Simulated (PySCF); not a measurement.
Computed shifts of a molecule C4H12O3Si, PBE/pcSseg-1 in PySCF, GIAO, gas phase, equivalent atoms averaged, in ppm (number of nuclei): ¹³C: 35.7 (1), 33.1 (1), 20.2 (1), 19.2 (1). ²⁹Si: -27.9 (1). ¹H: 1.93 (1), 1.70 (2), 1.68 (1), 1.66 (1), 1.52 (2), 1.31 (3), 0.82 (1), 0.65 (1). References: ¹³C against TMS (σ = 182.0 ppm); ²⁹Si against TMS (σ = 335.4 ppm); ¹⁷O against H2O (σ = 334.3 ppm); ¹H against TMS (σ = 31.49 ppm), references at their B3LYP-D3(BJ)/def2-TZVP geometries, non-relativistic. Geometry optimised at r2SCAN-D4/def2-SVP. Other conformers were not sampled.

Question: Pick the molecule that these values belong to.
(A) CO[Si](C)(OC)OC
(B) CC[Si](O)(OC)OC
(C) CCCC[Si](O)(O)O
(D) CO[Si](O)(O)C(C)C

Answer: C, CCCC[Si](O)(O)O
